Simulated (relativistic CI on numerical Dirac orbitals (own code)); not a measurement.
**Level scheme of Ir75+**

Computed by Dirac-Coulomb-Breit CI, KLI orbitals optimised for each configuration, model QED (radiative potential, 1s self-energy scaled to tabulated hydrogen-like ionisation energies), unscaled Slater integrals (own radial code, finite nucleus).

Configuration list: 1s², 1s2s, 1s2p, 1s3s, 1s3p, 1s3d, 1s4s, 1s4p, 1s4d, 1s4f, 1s5s, 1s5p, 1s5d, 1s5f, 1s5g, 1s6s, 1s6p, 1s6d, 2s². Levels of other configurations are missing.

```
No.  Configuration  Term  J   E (eV)    %  Landé g  Lifetime (s)
  1            1s²    ¹S  0      0.0  100                       
  2           1s2s    ³S  1  64351.7  100    1.859      6.08e-14
  3           1s2p   ³P°  1  64473.3   67    1.194      6.97e-17
  4           1s2s    ¹S  0  64517.9  100                       
  5           1s2p   ³P°  0  64521.5  100                       
  6           1s2p   ³P°  2  66361.8  100    1.412      1.69e-14
  7           1s2p   ¹P°  1  66414.4   67    1.168      3.82e-17
  8           1s3s    ³S  1  76866.6  100    1.875      2.49e-15
  9           1s3p   ³P°  1  76898.8   67    1.210      2.27e-16
 10           1s3s    ¹S  0  76910.9  100               2.60e-15
 11           1s3p   ³P°  0  76911.4  100               1.06e-15
 12           1s3p   ³P°  2  77461.3  100    1.430      1.51e-15
 13           1s3d    ³D  2  77471.0   60    1.029      4.00e-16
 14           1s3d    ³D  1  77475.8  100    0.533      4.14e-16
 15           1s3p   ¹P°  1  77477.2   67    1.197      1.24e-16
 16           1s3d    ³D  3  77629.3  100    1.281      4.65e-16
 17           1s3d    ¹D  2  77632.7   60    1.085      4.45e-16
 18           1s4s    ³S  1  81150.4  100    1.880      3.78e-15
 19           1s4p   ³P°  1  81163.3   67    1.216      5.30e-16
 20           1s4s    ¹S  0  81168.2  100               3.86e-15
 21           1s4p   ³P°  0  81168.3  100               1.83e-15
 22           1s4p   ³P°  2  81398.7  100    1.436      2.48e-15
 23           1s4d    ³D  2  81402.8   60    1.035      9.08e-16
 24           1s4d    ³D  1  81404.8  100    0.543      9.49e-16
 25           1s4p   ¹P°  1  81405.4   67    1.207      2.89e-16
 26           1s4d    ³D  3  81470.0  100    1.287      1.08e-15
 27           1s4f   ³F°  3  81470.2   57    1.001      2.04e-15
 28           1s4f   ³F°  2  81471.1  100    0.693      2.05e-15
 29           1s4d    ¹D  2  81471.5   60    1.094      1.01e-15
 30           1s4f   ³F°  4  81502.7  100    1.213      2.12e-15
```

Energies count from the lowest computed level; ° marks odd parity; lifetimes are radiative, by E1, M1, E2, M2 decay to levels of this space only; some are left blank where a channel outside the calculation adds to the decay or the decay crosses a small, uncertain gap.

The mean weight of the leading LS term, summed over parents, in these 30 levels is 87 %, and that of the leading jj configuration (from the same eigenvectors) 100 %, so jj coupling describes them better and the LS labels are nominal.

At this charge energies of transitions that change n are usually good to better than 1 %, and those within a shell (Δn = 0) to a few per cent.

LS names give the leading component of a level, which can be under half, so a name can repeat, a term be missing and a line seem to break the LS rules.
